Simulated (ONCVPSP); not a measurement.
**Configuration tests for technetium (Tc) (ONCV)**

Tc (Z = 43), optimised norm-conserving Vanderbilt (ONCV), made with ONCVPSP 4.0.1 (PBEsol, scalar-relativistic). Core [Ar] 3d10, reference 4s2 4p6 4d5 5s2. Waves: 4s+5s: rc 1.65 bohr, ncon 4, nbas 7, qcut 9.7 1/bohr, 2 projectors; 4p: rc 1.45 bohr, ncon 3, nbas 6, qcut 8.5 1/bohr, 2 projectors, debl 3.8 Ha; 4d: rc 1.45 bohr, ncon 4, nbas 7, qcut 6.9 1/bohr, 2 projectors, debl 1.8 Ha. Local part: polynomial inside 1.20 bohr (lpopt 5, dvloc0 0 Ha). Core correction: Teter function fitted to the true core (icmod 2), fcfact 0.5.

Energies are relative to the spin-unpolarised reference configuration 4s2 4p6 4d5 5s2; without spin polarisation the order of configurations can differ from experiment.

| valence configuration | charge | ΔE all-electron (eV) | error AE − PS (meV) |
| --- | --- | --- | --- |
| 4s2 4p6 4d5 5s1 | +1 | 8.196 | -1.4 |
| 4s2 4p6 4d4 5s2 5p1 | 0 | 6.613 | +0.9 |

Q: What are ΔE and the potential's error for 4s2 4p6 4d4 5s0?

A: ΔE = 51.728 eV all-electron; the error (AE − PS) is -5.2 meV.

Q: What are ΔE and the potential's error for 4s2 4p6 4d5 5s0?

A: ΔE = 23.037 eV all-electron; the error (AE − PS) is -4.6 meV.
